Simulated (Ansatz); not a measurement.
Cd7S6Cl2⁻, a halide-capped nanocrystal cut from wurtzite CdS (2 Cl on the cations). The state is a doublet with charge -1. Geometry r2SCAN-D4/def2-SVP, that of the neutral singlet; atoms count from 1.

```xyz
15

S     3.877    0.394    3.165
Cd    3.787   -0.098    0.835
S     1.211   -0.251    0.234
Cd    1.901   -0.409   -2.180
S     0.705   -0.323   -4.220
Cd    1.559    0.809    2.934
S    -0.678    1.809    2.913
Cd   -0.600    1.441    0.327
S    -2.449    1.442   -1.254
Cd   -1.304   -0.022   -2.966
Cd   -2.225   -0.022    2.682
S    -3.755   -1.588    1.905
Cd   -3.354   -0.765   -0.332
Cl    4.418   -0.530   -1.492
Cl   -3.092   -1.887   -2.552
```

In the def2 sets Cd takes a core potential; there is no spin–orbit coupling. Single mean-field runs in def2-TZVP are fitted with def2-universal-jkfit.

**Question.** Estimate the Mulliken populations from the PBE0/def2-TZVP orbitals of Ansatz.

**Answer.** 
| atom | charge (e) | spin (α − β) | d electrons |
| --- | --- | --- | --- |
| S1 | -0.66 | 0.04 | – |
| Cd2 | 0.62 | 0.06 | 10.01 |
| S3 | -0.79 | 0.00 | – |
| Cd4 | 0.63 | 0.05 | 10.01 |
| S5 | -0.69 | 0.02 | – |
| Cd6 | 0.56 | 0.11 | 10.00 |
| S7 | -0.60 | 0.03 | – |
| Cd8 | 0.54 | 0.30 | 10.00 |
| S9 | -0.67 | 0.02 | – |
| Cd10 | 0.66 | 0.03 | 10.01 |
| Cd11 | 0.43 | 0.19 | 9.98 |
| S12 | -0.66 | 0.05 | – |
| Cd13 | 0.58 | 0.09 | 10.01 |
| Cl14 | -0.46 | 0.01 | – |
| Cl15 | -0.49 | 0.00 | – |
Mulliken values depend strongly on the basis.

**Question.** Where does the spin sit?

**Answer.** Summed by element: S 0.16, Cd 0.83, Cl 0.01, of 1 unpaired in all. Largest on single atoms: Cd8 0.30, Cd11 0.19, Cd6 0.11.

**Question.** And the Mayer bond orders between heavy atoms (over 0.3)?

**Answer.** S1–Cd2 0.95 (2.38 Å); S1–Cd6 0.90 (2.37 Å); Cd2–S3 0.43 (2.65 Å); Cd2–Cl14 0.52 (2.45 Å); S3–Cd4 0.59 (2.52 Å); S3–Cd8 0.52 (2.48 Å); Cd4–S5 0.95 (2.37 Å); Cd4–Cl14 0.35 (2.61 Å); S5–Cd10 0.92 (2.39 Å); Cd6–S7 0.68 (2.45 Å); S7–Cd8 0.48 (2.61 Å); S7–Cd11 0.73 (2.41 Å); Cd8–S9 0.65 (2.43 Å); S9–Cd10 0.64 (2.53 Å); S9–Cd13 0.60 (2.56 Å); Cd10–Cl15 0.36 (2.62 Å); Cd11–S12 0.98 (2.32 Å); S12–Cd13 0.87 (2.42 Å); Cd13–Cl15 0.47 (2.50 Å).
